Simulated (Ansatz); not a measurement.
Reaction (formal exchange of groups at the Si–C bond): `C[SiH](F)CF` + CH₃OH → `OC[SiH](F)CF` + CH₄

Calculated with Ansatz (gas phase, PBE0-D4/def2-TZVP geometries, no zero-point term in ΔE). CCSD(T)/CBS adds triple-zeta CCSD(T) − MP2 to the extrapolated MP2 energy (def2 sets, frozen cores). This one scheme is used for every species. Functionals use def2-TZVPP. B3LYP here is the variant with VWN-RPA as its local correlation; programs differ in this. Each species was taken in one conformer, which may not be the lowest.

```tsv
level	ΔE (kJ/mol)	difference from CCSD(T)/CBS
PBE-D4	8.5	-5.9
r2SCAN-D4	10.9	-3.5
ωB97X-V	12.3	-2.1
ωB97M-V	11.8	-2.6
B2PLYP	13.7	-0.7
r2SCAN	11.5	-2.9
PBE0	14.3	-0.1
B3LYP	13.4	-1.0
MP2/def2-TZVPP	14.7	0.3
SCS-MP2/def2-TZVPP	15.2	0.8
CCSD/def2-TZVPP	15.3	0.9
MP2/def2-QZVPP	15.3	0.9
SCS-MP2/def2-QZVPP	15.8	1.4
HF/CBS(def2)	22.0	7.6
MP2/CBS(def2)	15.3	0.9
CCSD/CBS(def2)	15.9	1.5
CCSD(T)/CBS	14.4	0
```

Largest T1 diagnostic among the species: 0.011.

From PBE to PBE0 (25 % exact exchange), in def2-TZVPP and without D4, ΔE moves by +3.8 kJ/mol. In def2-TZVPP, CCSD(T) changes the Hartree–Fock value by −7.4 kJ/mol (the triples alone add −1.6 kJ/mol) and MP2 by −6.5 kJ/mol.
